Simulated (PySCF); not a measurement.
Isomers C6H8ClFO:

A. `InChI=1S/C6H8ClFO/c1-4(2)5(8)3-6(7)9/h3-4H,1-2H3/b5-3+`
B. SMILES [C@@]([C@@H](C=C)Cl)(C)(F)C=O
C. `[C@@H]1(Cl)[C@H]2CC[C@](F)(O2)C1`

Spectrum 1. ¹H NMR (300 MHz, computed): δ 5.99 (m, 1H), 3.87 (m, 1H), 1.22 (d, 6H). ¹³C{¹H} NMR (computed): δ 199.1 (C), 174.9 (C), 111.7 (CH), 34.5 (CH), 20.8 (CH3).

Spectrum 2. ¹H NMR (300 MHz, computed): δ 4.24 (m, 1H), 3.74 (m, 1H), 2.38 (m, 1H), 2.24 (m, 1H), 2.08 (m, 1H), 1.87 (m, 1H), 1.58 (m, 1H), 1.30 (m, 1H). ¹³C{¹H} NMR (computed): δ 124.6 (C), 82.1 (CH), 64.8 (CH), 50.0 (CH2), 34.3 (CH2), 30.3 (CH2).

Spectrum 3. ¹H NMR (300 MHz, computed): δ 10.19 (m, 1H), 6.31 (m, 1H), 5.56 (m, 1H), 5.48 (m, 1H), 4.38 (m, 1H), 1.65 (m, 3H). ¹³C{¹H} NMR (computed): δ 214.3 (CH), 142.8 (CH), 127.8 (CH2), 103.7 (C), 74.2 (CH), 23.5 (CH3).

PySCF 2.14 calculation with shielding tensors at PBE0/pcSseg-1 (GIAO) and GFN2-xTB geometry; one computed conformer, relativity neglected, averaged over atoms made equivalent by symmetry, fast rotation or ring inversion, isolated molecule.

References, each an isolated molecule treated in the same way: ¹H and ¹³C against TMS. Splittings of carbon signals by F and P are missing where no couplings were computed. Where no couplings were computed, multiplicities follow the n + 1 count of equivalent neighbours, and m marks all less simple cases (inequivalent or close neighbours, rings, F or P nearby). Shifts are as computed. Against solution values, carbons near 30 ppm lie about +3 ppm off and those near 130 ppm about +5 ppm; carbons on Cl a further +6 ppm. Of 1211 compounds with measured shifts, 218 miss one by over three times the rms of a fit or turn the order of signals round; such compounds aren't used in these exercises. Carbons bonded to Cl come out too deshielded.

Question: Which spectrum belongs to which compound?

Answer: 1–A, 2–C, 3–B.

- Spectrum 1 (A): 5 ¹³C signals; δC 199.1 is a β carbon of a C=C–C=O unit; δC 111.7 is an α carbon of a C=C–C=O unit.
- Spectrum 2 (C): 6 ¹³C signals; δC 124.6 is a fully substituted sp3 carbon bonded to F and O; δC 82.1 is an sp3 CH bonded to O.
- Spectrum 3 (B): 6 ¹³C signals; δC 214.3 is an aldehyde carbonyl carbon; δC 142.8 is an alkene CH.
